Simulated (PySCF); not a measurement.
Electron correlation in Pt (platinum, neutral)

[Xe] 4f14 5d9 6s1, high-spin 3D determinant. Computed with PySCF 2.14 in aug-cc-pwCVDZ-PP with ECP60MDF, with scalar relativity through the core potential. Frozen: 5s2 5p6; 10 electrons correlated.

| level | correlation energy (mhartree) |
| --- | --- |
| CCSD | -277.49 |
| (T) | -9.41 |
| CCSD(T) | -286.90 |

Diagnostics: T1 = 0.014, D1 = 0.0528, largest double amplitude 0.021.

Spin-orbit coupling, absent here, splits the open shell strongly.

Cost of the coupled-cluster step: roughly 11 core-seconds, for 10 correlated electrons.

Iterations:

```
CC2 = 0
CCSD nocc = (np.int64(6), np.int64(4)), nmo = (66, 66)
frozen orbitals [[0, 1, 2, 3], [0, 1, 2, 3]]
max_cycle = 100
direct = 0
conv_tol = 1e-08
conv_tol_normt = 1e-06
diis_space = 8
diis_start_cycle = 0
Init t2, MP2 energy = -0.292953389912925
Init E_corr(UCCSD) = -0.29295338993037
cycle = 1  E_corr(UCCSD) = -0.271834285526392  dE = 0.0211191044  norm(t1,t2) = 0.0572292
cycle = 2  E_corr(UCCSD) = -0.276915437030104  dE = -0.0050811515  norm(t1,t2) = 0.0170196
cycle = 3  E_corr(UCCSD) = -0.276995041430356  dE = -7.96044003e-05  norm(t1,t2) = 0.00798167
cycle = 4  E_corr(UCCSD) = -0.277461323865991  dE = -0.000466282436  norm(t1,t2) = 0.00320584
cycle = 5  E_corr(UCCSD) = -0.277501366360293  dE = -4.00424943e-05  norm(t1,t2) = 0.000850106
cycle = 6  E_corr(UCCSD) = -0.277478795190479  dE = 2.25711698e-05  norm(t1,t2) = 0.000604785
cycle = 7  E_corr(UCCSD) = -0.277481529892903  dE = -2.73470242e-06  norm(t1,t2) = 0.000510068
cycle = 8  E_corr(UCCSD) = -0.277493606076336  dE = -1.20761834e-05  norm(t1,t2) = 0.00046137
cycle = 9  E_corr(UCCSD) = -0.277490320272269  dE = 3.28580407e-06  norm(t1,t2) = 0.000386058
cycle = 10  E_corr(UCCSD) = -0.277481373852368  dE = 8.9464199e-06  norm(t1,t2) = 0.000197858
cycle = 11  E_corr(UCCSD) = -0.277486623097896  dE = -5.24924553e-06  norm(t1,t2) = 6.65892e-05
cycle = 12  E_corr(UCCSD) = -0.277486308648371  dE = 3.14449525e-07  norm(t1,t2) = 2.58056e-05
cycle = 13  E_corr(UCCSD) = -0.277486269185246  dE = 3.94631243e-08  norm(t1,t2) = 6.7024e-06
cycle = 14  E_corr(UCCSD) = -0.277486431464351  dE = -1.62279105e-07  norm(t1,t2) = 3.03913e-06
cycle = 15  E_corr(UCCSD) = -0.27748638958189  dE = 4.18824609e-08  norm(t1,t2) = 1.07397e-06
cycle = 16  E_corr(UCCSD) = -0.277486388840598  dE = 7.41292472e-10  norm(t1,t2) = 3.97499e-07
UCCSD converged
E(UCCSD) = -118.7907097453137  E_corr = -0.2774863888405976
UCCSD(T) correction = -0.00940649007458894
```
